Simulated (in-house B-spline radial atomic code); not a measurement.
A run on an ion of nuclear charge 26 with 26.8 electrons that did not converge. Method: scalar-relativistic (X2C) LDA exchange-only, spin-polarised, spherical fractional occupations, Fermi nucleus of rms radius 3.7377 fm; computed with a B-spline radial code for spherical atoms.

Command:
```bash
python run_scf.py task.json out
```
Settings (nuclear radius in fm, mass in u):
```
Z                26
configuration    [Ar] 3d6.8 4s2
hamiltonian      x2c
method           lda,
spin_polarised   True
nucleus          fermi
rms_radius       3.7377
atomic_mass      55.93494
speed_of_light   137.035999084
```

First and last ten iterations of the last attempt (damped for 15 steps, keeping 80 % of the old Fock matrix, then DIIS):
```
 iter        energy (Eh)    residual
    1       -1255.440236    3.94e-01
    2       -1255.102227    6.34e-01
    3       -1261.211293    4.33e-01
    4       -1264.695491    2.62e-01
    5       -1266.506611    1.46e-01
    6       -1267.348106    9.20e-02
    7       -1267.695080    6.39e-02
    8       -1267.827056    4.16e-02
    9       -1267.879713    2.72e-02
   10       -1267.904919    1.92e-02
  111       -1267.886139    2.20e-02
  112       -1267.881407    2.32e-02
  113       -1266.537202    8.12e-02
  114       -1266.544688    8.06e-02
  115       -1266.544920    8.06e-02
  116       -1266.528360    8.13e-02
  117       -1266.526153    8.13e-02
  118       -1266.523089    8.14e-02
  119       -1266.605142    7.75e-02
  120       -1267.133184    7.30e-02
 not converged after 120 iterations
```

The smallest residual met was 1.7e-02; the threshold is about 3e-07. No energy from this run should be used. The likely cause: this method binds the added charge weakly or not at all at the basis-set limit, so charge moves back and forth between the atom and the box. Run time, properties included: 1.9 s on 1 thread of Intel(R) Xeon(R) Platinum 8488C, with other jobs on the host.
